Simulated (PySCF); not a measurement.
bromochloromethane, CH₂BrCl, SMILES ClCBr, point group Cs.

Force field and properties: BHandHLYP/pcSseg-1 (PySCF, grid level 2). Vibrational terms come from second-order perturbation theory with semi-diagonal cubic constants, by steps of ±0.6 along the normal coordinates of each isotopologue. The parent has the commonest isotopes.

Equilibrium geometry (Å):

| atom | x | y | z |
| --- | --- | --- | --- |
| Cl1 | -1.3686 | 1.0237 | -0.0475 |
| C2 | -0.0479 | -0.1550 | -0.0083 |
| Br3 | 1.7031 | 0.6525 | -0.0378 |
| H4 | -0.1251 | -0.7242 | 0.9039 |
| H5 | -0.1270 | -0.7856 | -0.8791 |

An isotope shift is δ(isotopologue) − δ(parent), that is, the negative of the change in the averaged GIAO shielding; n counts bonds from the nearest label (0: the labelled atom itself). These are computed values; those of heavy atoms are rounded to 5 ppb, about the numerical noise. One-bond deuterium shifts of ¹³C at such levels come out too large, by a quarter to a half.

What isotope shifts arise with ²H at 4?


| nucleus | n | 0 K (ppb) | 350 K (ppb) |
| --- | --- | --- | --- |
| H4 | 0 | -136 | -129 |
| C2 | 1 | -240 | -245 |
| Cl1 | 2 | -1680 | -1585 |
| H5 | 2 | -12 | -12 |

A mode lies under 250 cm⁻¹, where this perturbation treatment is rough. Spin–orbit effects of the heavy atoms on shieldings are missing.
